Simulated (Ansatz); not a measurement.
C₂H₇GaGe, SMILES `C=[CH][GaH][GeH3]`, 11 atoms. The species carries charge 0 and has multiplicity 1. Correlated methods include outer-core shells of Ga, Ge, which these sets cover unevenly. Scalar relativity is left out up to krypton. All runs use 4 threads of a server CPU on a shared host. Correlated methods freeze the cores.

(1) How many basis functions does each run have, and how long does it take in Ansatz? RKS ωB97M-V/def2-QZVPP energy; RHF-MP2/def2-QZVPP energy; RKS PBE0-D4/def2-QZVPP energy; RKS ωB97M-V/def2-SVP energy; RKS revPBE-D4/def2-TZVPP energy; direct RPA on PBE orbitals/def2-TZVPP energy; RKS BHLYP-D4/def2-TZVPP energy; RKS PBE0-D4/def2-TZVP frequencies; RKS ωB97X-V/def2-TZVPP energy; RKS PBE-D4/def2-TZVPP energy and forces; RKS PBE0-D4/def2-SVP energy; RHF-CCSD(T)/def2-SVP energy. (An estimate is asked.)

Results:

(1) Ansatz gave: Other jobs shared the machine, so times are rough.

| level | job | functions | wall time | peak host memory (GiB) |
| --- | --- | --- | --- | --- |
| RKS PBE0-D4/def2-SVP | energy | 127 | 3.1 s | 0.33 |
| RKS revPBE-D4/def2-TZVPP | energy | 256 | 4.5 s | 0.36 |
| RKS PBE-D4/def2-TZVPP | energy and forces | 256 | 6.5 s | 0.37 |
| RKS BHLYP-D4/def2-TZVPP | energy | 256 | 8.5 s | 0.87 |
| RKS ωB97M-V/def2-SVP | energy | 127 | 9 s | 0.48 |
| direct RPA on PBE orbitals/def2-TZVPP | energy | 256 | 10 s | 0.69 |
| RKS ωB97X-V/def2-TZVPP | energy | 256 | 17 s | 0.99 |
| RHF-CCSD(T)/def2-SVP | energy | 127 | 22 s | 0.77 |
| RKS PBE0-D4/def2-QZVPP | energy | 502 | 27 s | 2.3 |
| RKS ωB97M-V/def2-QZVPP | energy | 502 | 44 s | 2.7 |
| RHF-MP2/def2-QZVPP | energy | 502 | 63 s | 3.3 |
| RKS PBE0-D4/def2-TZVP | frequencies | 200 | 6.4 min | 0.67 |
